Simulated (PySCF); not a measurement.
Isomers of C7H6ClN.

All values: PBE0/pcSseg-1 (PySCF) at GFN2-xTB geometries, gas phase, one conformer each.

(1) Rank by LUMO energy, highest first.
A. `[N:1]#[C:2]/[CH:3]=[C:4]1[CH:5]=[C:6]\1[CH2:7][CH2:8][Cl:9]` with C5–C6–C7–C8 0°, C6–C7–C8–Cl9 180°
B. `[CH2:1]=[N:2][c:3]1[cH:4][cH:5][cH:6][c:7]([Cl:8])[cH:9]1` with C1–N2–C3–C4 136°
C. `[Cl:1]/[CH:2]=[CH:3]/[c:4]1[cH:5][cH:6][cH:7][cH:8][n:9]1` with C2–C3–C4–C5 180°
D. `[CH:1]#[C:2]/[CH:3]=[C:4](/[CH2:5][Cl:6])[CH2:7][C:8]#[N:9]` with C3–C4–C5–Cl6 -107°, C3–C4–C7–C8 -109°

(2) Rank by the lowest IAO charge on any atom, highest value first.
A. `[CH:1]#[C:2]/[CH:3]=[C:4](/[CH2:5][Cl:6])[CH2:7][C:8]#[N:9]` with C3–C4–C5–Cl6 -107°, C3–C4–C7–C8 -109°
B. `[N:1]#[C:2]/[CH:3]=[C:4]1[CH:5]=[C:6]\1[CH2:7][CH2:8][Cl:9]` with C5–C6–C7–C8 0°, C6–C7–C8–Cl9 180°
C. `[CH2:1]=[N:2][c:3]1[cH:4][cH:5][cH:6][c:7]([Cl:8])[cH:9]1` with C1–N2–C3–C4 136°
D. `[H]/[N:1]=[CH:2]\[c:3]1[cH:4][cH:5][cH:6][cH:7][c:8]1[Cl:9]` with N1–C2–C3–C4 0°

(3) Rank by the lowest Hirshfeld charge on any atom, lowest value first.
A. `[Cl:1]/[CH:2]=[CH:3]/[c:4]1[cH:5][cH:6][cH:7][cH:8][n:9]1` with C2–C3–C4–C5 180°
B. `[N:1]#[C:2]/[CH:3]=[C:4]1[CH:5]=[C:6]\1[CH2:7][CH2:8][Cl:9]` with C5–C6–C7–C8 0°, C6–C7–C8–Cl9 180°
C. `C1(/C([C@H](C#N)C1)=C\Cl)=C`
D. `[CH2:1]=[N:2][c:3]1[cH:4][cH:5][cH:6][c:7]([Cl:8])[cH:9]1` with C1–N2–C3–C4 136°

Results:

(1) A (-1.26 eV), B (-1.39 eV), C (-1.58 eV), D (-1.87 eV).

(2) C (-0.230 e), A (-0.307 e), B (-0.329 e), D (-0.416 e).

(3) B (-0.258 e), C (-0.227 e), A (-0.146 e), D (-0.129 e).

All values together:

```tsv
SMILES	μ (D)	HOMO (eV)	LUMO (eV)	lowest IAO charge (e)	highest IAO charge (e)	lowest Hirshfeld charge (e)	highest Hirshfeld charge (e)
C=Nc1cccc(Cl)c1	1.64	-6.82	-1.39	-0.230 (N)	+0.167 (H)	-0.129 (N)	+0.059 (H)
[H]/N=C\c1ccccc1Cl	3.62	-7.48	-1.77	-0.416 (N)	+0.234 (H)	-0.226 (N)	+0.103 (H)
N#C/C=C1C=C\1CCCl	5.46	-6.81	-1.26	-0.329 (C)	+0.194 (H)	-0.258 (N)	+0.096 (H)
C#C/C=C(/CCl)CC#N	3.09	-7.68	-1.87	-0.307 (C)	+0.210 (H)	-0.226 (N)	+0.100 (H)
Cl/C=C/c1ccccn1	2.98	-6.79	-1.58	-0.293 (N)	+0.188 (H)	-0.146 (N)	+0.060 (C/H)
C=C1C[C@@H](C#N)/C1=C/Cl	3.63	-7.14	-1.82	-0.312 (C)	+0.183 (H)	-0.227 (N)	+0.081 (C)
```

Conformers: `[CH2:1]=[N:2][c:3]1[cH:4][cH:5][cH:6][c:7]([Cl:8])[cH:9]1` with C1–N2–C3–C4 136°; `[H]/[N:1]=[CH:2]\[c:3]1[cH:4][cH:5][cH:6][cH:7][c:8]1[Cl:9]` with N1–C2–C3–C4 0°; `[N:1]#[C:2]/[CH:3]=[C:4]1[CH:5]=[C:6]\1[CH2:7][CH2:8][Cl:9]` with C5–C6–C7–C8 0°, C6–C7–C8–Cl9 180°; `[CH:1]#[C:2]/[CH:3]=[C:4](/[CH2:5][Cl:6])[CH2:7][C:8]#[N:9]` with C3–C4–C5–Cl6 -107°, C3–C4–C7–C8 -109°; `[Cl:1]/[CH:2]=[CH:3]/[c:4]1[cH:5][cH:6][cH:7][cH:8][n:9]1` with C2–C3–C4–C5 180°.
